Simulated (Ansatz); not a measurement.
A nudged elastic band was laid between two geometries of CH6AlFSi (10 atoms, charge 0, multiplicity 1).

Theory: Ansatz, RKS PBE0-D4/def2-SVP.

```yaml
movable_images: 7
climbing_image: yes
spring: 5.0 eV/Å²
optimiser: quadratic models (default)
start_path: IDPP
force_threshold: 0.05 eV/Å
iteration_limit: 60
end_points: relaxed
```

Initial state:

```xyz
10
Properties=species:S:1:pos:R:3
C 0.063 1.431 -1.346
Al 0.699 0.294 0.096
F 2.244 0.589 0.673
Si -0.493 -1.541 1.193
H 0.736 1.369 -2.218
H -0.953 1.169 -1.680
H 0.054 2.489 -1.031
H 0.245 -2.837 1.040
H -0.651 -1.286 2.662
H -1.862 -1.728 0.614
```

Final state:

```xyz
10
Properties=species:S:1:pos:R:3
C -0.095 1.598 -1.143
Al 0.551 0.442 0.280
F 1.811 1.023 1.218
Si -0.252 -1.791 0.884
H -0.936 1.159 -1.702
H -0.427 2.568 -0.736
H 0.713 1.818 -1.862
H 0.837 -2.812 0.749
H -0.729 -1.832 2.304
H -1.389 -2.223 0.010
```

What changes between the two ends?

No bond is made or broken. The dihedral H5–C1–Al2–Si4 goes from -122 to 1°. The two ends are copies of one structure, up to a mirror image or an exchange of like atoms.

What energy profile does the band end with?

The forces met the threshold. The highest image is number 0 of 0 to 8, 0.0 kcal/mol above the ends, which have the same energy within 2 meV. The highest image is an end point: on this band no image between the ends rises above it.

| image | path coordinate (Å) | energy (kcal/mol) | dihedral H5–C1–Al2–Si4 (°) |
| --- | --- | --- | --- |
| 0 | 0.00 | 0.0 | -122 |
| 1 | 0.43 | 0.0 | -106 |
| 2 | 0.86 | 0.0 | -90 |
| 3 | 1.30 | 0.0 | -74 |
| 4 | 1.73 | 0.0 | -59 |
| 5 | 2.16 | 0.0 | -43 |
| 6 | 2.59 | 0.0 | -28 |
| 7 | 3.02 | 0.0 | -13 |
| 8 | 3.46 | 0.0 | 1 |

The run took 58 s on 2 threads of Arm Neoverse V2, on a shared host, peak memory 0.18 GiB.
